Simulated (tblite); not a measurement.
Compound: C2H7N2Si2 (doublet state).
Structure used (GFN2-xTB), in Å, numbered top down from 1:
```
atom  x, y, z in Å
C1     2.590   -1.177   -0.140
C2     2.033   -0.116   -0.052
Si3    1.120    1.500    0.089
N4    -0.542    1.236    0.233
Si5   -1.927    0.269    0.319
N6    -1.620   -1.443    0.238
H7     3.097   -2.097   -0.220
H8     1.597    2.187    1.298
H9     1.377    2.272   -1.136
H10   -2.778    0.559   -0.835
H11   -2.570    0.485    1.616
H12   -1.108   -1.861    0.999
H13   -1.273   -1.813   -0.633
```

Computed geometry: GFN2-xTB, gas phase. This method treats the open shell by occupation alone, without spin polarisation.

Masses are those of the commonest isotopes; rigid-rotor values at the optimised geometry. The values belong to one conformer with, in the numbering `[CH:1]#[C:2][SiH2:3][N:4][SiH2:5][NH2:6]`, C2–Si3–N4–Si5 -1°, Si3–N4–Si5–N6 1°, N4–Si5–N6–H 66° and -68°.

(1) Give the principal moments of inertia and the rotational constants in GHz.

(2) What kind of rotor is it?

(3) What does the inertial defect say?

(4) Give the other two planar moments, Paa and Pbb, and the rms extents of the mass along the axes.

(5) List the rotational levels J(Ka,Kc) to J = 2 (K).

(6) Estimate the classical rotational partition function at 25 K, 100 K and 500 K.

Answers

(1) Ia = 151.95, Ib = 353.03, Ic = 490.13 u·Å²; 505379 MHz·u·Å²/I gives 3326, 1432 and 1031 MHz, that is A = 3.3260, B = 1.4316, C = 1.0311 GHz.

(2) An asymmetric top. Ray's parameter κ = (2B − A − C)/(A − C) = -0.651; −1 is the prolate and +1 the oblate limit.

(3) Not planar: Δ = Ic − Ia − Ib = -14.85 u·Å². For a rigid frame Δ = −2 Σ m c², so Σ m c² = 7.42 u·Å² lies off the ab plane, practically all of it from hydrogen. The atom farthest from that plane is 1.24 Å away.

(4) Paa = Σ m a² = (Ib + Ic − Ia)/2 = 345.60 and Pbb = Σ m b² = (Ia + Ic − Ib)/2 = 144.52 u·Å². With the mass M = 115.01 u, the rms extents √(P/M) along a, b and c are 1.73, 1.12, 0.25 Å.

(5) Above 0(0,0), as E/k:
J = 1: 1(0,1) 0.118, 1(1,1) 0.209, 1(1,0) 0.228
J = 2: 2(0,2) 0.352, 2(1,2) 0.426, 2(1,1) 0.484, 2(2,1) 0.757, 2(2,0) 0.759

(6) Point group Cs, symmetry number σ = 1; q = (√π/σ)·√((kT/h)³/(ABC)), k/h = 20836.6 MHz/K: 9510 at 25 K, 76100 at 100 K, 851000 at 500 K.

For this open shell read J as N, the rotation without spin; fine and hyperfine splittings come on top. Its GFN2-xTB frequencies are all real (lowest 16 cm⁻¹). No vibrational averaging or centrifugal distortion is included, and the geometry carries the error of its method.

On one thread of an Arm Neoverse V1 (shared host), this took 0.62 s wall. This is the geometry optimisation.
